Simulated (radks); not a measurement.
The lead anion Pb- inside a hard spherical wall (all orbitals vanish at R), configuration held at [Hg] 6p3 and not refilled when levels cross. Calculated with a radial shooting solver on a logarithmic mesh with Libxc functionals: scalar-relativistic Kohn-Sham, LDA (Slater exchange, Perdew-Wang correlation), spin-polarised, spherical densities, finite nucleus; open shells are filled with parallel spins first (spin-orbit coupling, left out, can overturn this in heavy ions); Fermi nuclear charge, rms radius 5.5012 fm. Eigenvalues in eV for spin up, with the zero of energy where the potential of the charges vanishes at infinity; a dash marks a level that is unbound or too diffuse for the functional's potential to be trusted. A positive occupied level is held by the wall or, in an anion where self-interaction has pushed it up, behind a barrier. The pressure on the wall is -dE/dV.

R (bohr) = 20: E (hartree) -20864.9383; kinetic (hartree) 23559.049; e(5p) -80.089; e(5d) -15.501; e(6s) -7.044; e(6p) 0.869; e(7s, empty) 1.900; e(6d, empty) 2.583; pressure (GPa) 0.000177
R (bohr) = 12: E (hartree) -20864.9357; kinetic (hartree) 23559.061; e(5p) -79.780; e(5d) -15.194; e(6s) -6.764; e(6p) 1.108; e(7s, empty) 2.973; e(6d, empty) 4.474; pressure (GPa) 0.0232
R (bohr) = 8: E (hartree) -20864.9086; kinetic (hartree) 23559.175; e(5p) -78.502; e(5d) -13.936; e(6s) -5.693; e(6p) 2.144; e(7s, empty) 6.125; e(6d, empty) 7.673; pressure (GPa) 0.745
R (bohr) = 7: E (hartree) -20864.8775; kinetic (hartree) 23559.298; e(5p) -77.629; e(5d) -13.085; e(6s) -4.999; e(6p) 2.927; e(7s, empty) 8.490; e(6d, empty) 9.548; pressure (GPa) 2.18
R (bohr) = 6: E (hartree) -20864.8040; kinetic (hartree) 23559.587; e(5p) -76.176; e(5d) -11.682; e(6s) -3.854; e(6p) 4.362; e(7s, empty) 12.880; e(6d, empty) 12.669; pressure (GPa) 7.34
R (bohr) = 5: E (hartree) -20864.6063; kinetic (hartree) 23560.358; e(5p) -73.573; e(5d) -9.210; e(6s) -1.712; e(6p) 7.296; e(7s, empty) 21.834; e(6d, empty) 18.494; pressure (GPa) 30.4
R (bohr) = 4: E (hartree) -20863.9629; kinetic (hartree) 23562.845; e(5p) -68.286; e(5d) -4.302; e(6s) 3.286; e(6p) 14.370; e(7s, empty) 42.638; e(6d, empty) 31.248; pressure (GPa) 170
R (bohr) = 2.5: E (hartree) -20855.9718; kinetic (hartree) 23592.574; e(5p) -39.247; e(5d) 23.786; e(6s) 44.347; e(6p) 69.149; e(7s, empty) 178.03; e(6d, empty) 111.37; pressure (GPa) 6220
R (bohr) = 2: E (hartree) -20840.1520; kinetic (hartree) 23647.355; e(5p) -7.656; e(5d) 58.980; e(6s) 110.15; e(6p) 150.23; e(7s, empty) 348.20; e(6d, empty) 211.57; pressure (GPa) 32400
R (bohr) = 1.5: E (hartree) -20778.9483; kinetic (hartree) 23839.862; e(5p) 75.861; e(5d) 159.67; e(6s) 322.58; e(6p) 391.92; e(7s, empty) 806.42; e(6d, empty) 481.61; pressure (GPa) 249000
